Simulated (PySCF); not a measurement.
Electron correlation in Ne⁴⁺ (neon, charge +4)

Starting occupation: [He] 2s2 2p2, 2p1/2 with m_j = -1/2, +1/2. All numbers are calculated (PySCF 2.14, X2C-1e with screened-nucleus spin-orbit coupling, Gaussian nucleus, in an even-tempered Gaussian basis (18 s from 0.32 bohr⁻², ratio 2.4; 11 p from 0.41 bohr⁻², ratio 2.4; 5 d from 2.4 bohr⁻², ratio 2.6; 5 f from 3.5 bohr⁻², ratio 2.6)). Frozen: nothing; 6 electrons correlated; the 30 highest virtual spinors left out.

MP2 pair energies summed by pair of shells (mhartree):

```json
{"pair": "2p-2s", "energy": "-56.12", "share (%)": "36.8"}
{"pair": "1s-1s", "energy": "-39.59", "share (%)": "25.9"}
{"pair": "2s-2s", "energy": "-27.79", "share (%)": "18.2"}
{"pair": "1s-2p", "energy": "-11.85", "share (%)": "7.8"}
{"pair": "1s-2s", "energy": "-8.88", "share (%)": "5.8"}
{"pair": "2p-2p", "energy": "-8.42", "share (%)": "5.5"}
```

Total MP2 correlation energy: -152.65 mhartree.

The GHF reference relaxed away from the jj start to a determinant that is no pure jj level (⟨S²⟩ = 2.00, ⟨J²⟩ = 1.96); the energies belong to that determinant.
